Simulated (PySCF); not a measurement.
One of the candidates below gave these computed data.

All candidates are C5H10N2.

* Triplet: lowest triplet excitation (Tamm–Dancoff): 2.73 eV [TDA PBE0/def2-SVPD]
* UV, first state: lowest singlet excitation: 3.43 eV (362 nm, f = 0.002) [TDDFT PBE0/def2-SVPD]
* Dipole: 1.02 D [PBE0/def2-SVPD]
* Polarisability: 80.0 au [PBE0/def2-SVPD]
* Rotational structure: rotational constants A, B, C: 6.093, 1.348, 1.234 GHz [GFN2-xTB]
* UV, strongest line: among the 8 lowest singlet transitions: S3 at 6.04 eV (205 nm, f = 0.353) [TDDFT PBE0/def2-SVPD]

The electronic properties come from PySCF, for the isolated species, density fitting. Levels stand in brackets. Geometry: GFN2-xTB, one conformer, isolated molecule.

Question: Which candidate is it?
A. `NCC1=CCNC1`
B. `[H]/N=C\C=N/C(C)C`
C. `C=CCN(N)C=C`

Answer: B. It is `[H]/N=C\C=N/C(C)C`. Numbering: `[H]/[N:7]=[CH:6]\[CH:5]=[N:4]/[CH:2]([CH3:1])[CH3:3]`. Its formula, C5H10N2, gives 2 degrees of unsaturation: 0 rings and 2 π bonds in the structure found. S1 is mainly HOMO→LUMO (weight 0.99); the largest Löwdin shares of the orbital it empties are 0.40 on an imine nitrogen, 0.17 on an imine nitrogen, 0.10 on an imine carbon and 0.09 on an imine carbon, of the orbital it fills 0.27 on an imine nitrogen, 0.25 on an imine nitrogen, 0.20 on an imine carbon and 0.17 on an imine carbon. The optimised geometry has point group C1 and is an asymmetric top.

The others, at the same levels:
- `C=CCN(N)C=C` fails: its computed lowest singlet excitation is 4.97 eV (250 nm, f = 0.012) (against 3.43 eV), lowest triplet excitation (Tamm–Dancoff) is 4.06 eV (against 2.73 eV) and strongest line among the 8 lowest singlet transitions is S4 at 6.26 eV (198 nm, f = 0.225) (against S3 at 6.04 eV).
- `NCC1=CCNC1` fails: its computed lowest singlet excitation is 5.65 eV (219 nm, f = 0.006) (against 3.43 eV), lowest triplet excitation (Tamm–Dancoff) is 4.36 eV (against 2.73 eV) and static isotropic polarisability is 73.9 au (against 80.0 au).

Each candidate is one conformer, not necessarily the lowest. The conformers computed, where there is a choice (atom-mapped SMILES and torsion angles):
- `[H]/[N:7]=[CH:6]\[CH:5]=[N:4]/[CH:2]([CH3:1])[CH3:3]`: C1–C2–N4–C5 -87°, N4–C5–C6–N7 176°
- `[CH2:1]=[CH:2][CH2:3][N:4]([NH2:5])[CH:6]=[CH2:7]`: C1–C2–C3–N4 -123°, C2–C3–N4–N5 -80°, C3–N4–C6–C7 -160°, H–N5–N4–C3 -138°, H–N5–N4–C3 103°

The conformers of `NCC1=CCNC1` aren't listed.
